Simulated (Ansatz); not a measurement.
The same atomization along the group O, Se, Te.

Program: Ansatz. Geometries: PBE0-D4/def2-TZVP. ΔE: electronic, gas phase. CBS: MP2 limit from def2 TZ/QZ plus the TZ coupled-cluster correction, frozen cores. This one scheme is used for every species, atoms too. DFT in def2-TZVPP. Open shells (•) are unrestricted, without spin–orbit coupling. Spin–orbit coupling would lower the free atoms: a little for C, O; clearly for Se; strongly for Te. Elements past krypton have def2 core potentials. For Se, Te outer-core shells are correlated without core-valence functions, so the limit isn't a true one: a few kJ/mol of doubt a bond, and 10 to 20 or more in all where bonds break to atoms. Scalar relativity is left out up to krypton. Each species was taken in one conformer, which may not be the lowest.

| reaction | r2SCAN-D4 (kcal/mol) | ωB97X-V (kcal/mol) | PBE-D4 (kcal/mol) | CCSD(T)/CBS(def2) (kcal/mol) |
| --- | --- | --- | --- | --- |
| `C=C(C)O` → 3 C• + 6 H• + O• | 970.8 | 966.9 | 992.5 | 967.0 |
| `C=C(C)[SeH]` → 3 C• + 6 H• + Se• | 906.0 | 902.3 | 924.2 | 903.3 |
| `C=C(C)[TeH]` → 3 C• + 6 H• + Te• | 884.2 | 882.3 | 904.2 | 885.6 |

Largest T1 diagnostic: 0.012, for `C=C(C)O`.

For atomizations the MP2-based limit and the directly extrapolated one differ by several kJ/mol either way, and by 10 to 25 for some Ge, Se and Sn compounds, so smaller differences from it don't rank the levels.
